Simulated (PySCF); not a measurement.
**Radial density of P (phosphorus, neutral)**

TPSS, [Ne] 3s2 3p3, high-spin 4S determinant. All numbers are calculated (PySCF 2.14, the spin-free X2C one-electron Hamiltonian (Gaussian nucleus), in aug-cc-pVQZ-DK (7s6p4d3f2g, 84 functions)).

```json
{"r (bohr)": "0.00163", "4πr²ρ (e/bohr)": "0.08362", "4πr²(ρα − ρβ)": "0.0000"}
{"r (bohr)": "0.00275", "4πr²ρ (e/bohr)": "0.2192", "4πr²(ρα − ρβ)": "0.0000"}
{"r (bohr)": "0.00462", "4πr²ρ (e/bohr)": "0.5654", "4πr²(ρα − ρβ)": "0.0000"}
{"r (bohr)": "0.00777", "4πr²ρ (e/bohr)": "1.412", "4πr²(ρα − ρβ)": "0.0000"}
{"r (bohr)": "0.0131", "4πr²ρ (e/bohr)": "3.325", "4πr²(ρα − ρβ)": "0.0001"}
{"r (bohr)": "0.0220", "4πr²ρ (e/bohr)": "7.078", "4πr²(ρα − ρβ)": "0.0004"}
{"r (bohr)": "0.0370", "4πr²ρ (e/bohr)": "12.66", "4πr²(ρα − ρβ)": "0.0023"}
{"r (bohr)": "0.0622", "4πr²ρ (e/bohr)": "16.94", "4πr²(ρα − ρβ)": "0.0123"}
{"r (bohr)": "0.105", "4πr²ρ (e/bohr)": "14.82", "4πr²(ρα − ρβ)": "0.0539"}
{"r (bohr)": "0.176", "4πr²ρ (e/bohr)": "10.77", "4πr²(ρα − ρβ)": "0.1628"}
{"r (bohr)": "0.296", "4πr²ρ (e/bohr)": "14.76", "4πr²(ρα − ρβ)": "0.2560"}
{"r (bohr)": "0.498", "4πr²ρ (e/bohr)": "13.46", "4πr²(ρα − ρβ)": "0.0820"}
{"r (bohr)": "0.838", "4πr²ρ (e/bohr)": "3.942", "4πr²(ρα − ρβ)": "0.1442"}
{"r (bohr)": "1.41", "4πr²ρ (e/bohr)": "2.541", "4πr²(ρα − ρβ)": "1.2036"}
{"r (bohr)": "2.37", "4πr²ρ (e/bohr)": "1.880", "4πr²(ρα − ρβ)": "1.1880"}
{"r (bohr)": "3.99", "4πr²ρ (e/bohr)": "0.2951", "4πr²(ρα − ρβ)": "0.2326"}
{"r (bohr)": "6.71", "4πr²ρ (e/bohr)": "0.008163", "4πr²(ρα − ρβ)": "0.0077"}
{"r (bohr)": "11.3", "4πr²ρ (e/bohr)": "1.849e-05", "4πr²(ρα − ρβ)": "0.0000"}
```

Densities and radii are taken from the X2C orbitals without a picture-change correction, which distorts them close to the nucleus.
